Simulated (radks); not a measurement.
Xe+, 53 electrons, occupied as [Kr] 4d10 5s2 5p5. Calculated with a radial shooting solver on a logarithmic mesh with Libxc functionals: Dirac Kohn-Sham, LDA (Slater exchange, Perdew-Wang correlation), spin-unpolarised, spherical densities, finite nucleus; open shells are shared between the two j in proportion to 2j + 1; Fermi nuclear charge, rms radius 4.7859 fm.

Radial electron density D(r) = 4 pi r^2 rho(r):

r (bohr),D(r) (e/bohr)
0.003875,18.66
0.005127,27.28
0.006838,38.54
0.009048,50.90
0.01207,62.78
0.0161,70.29
0.0213,70.68
0.0284,65.40
0.03758,62.22
0.05013,69.89
0.06632,85.12
0.08846,90.32
0.117,76.31
0.1561,65.19
0.2082,74.30
0.2755,71.67
0.3674,41.68
0.4862,25.63
0.6484,29.67
0.8579,23.63
1.144,11.32
1.514,6.268
2.019,4.329
2.693,2.051
3.564,0.5486
4.753,0.06712
6.289,0.003523

D(r) has 4 maxima, at r = 0.0187, 0.0823, 0.237, 0.670 bohr, and minima at 0.0364, 0.155, 0.494 bohr, inside which lie 2.02, 11.16, 29.00 electrons.
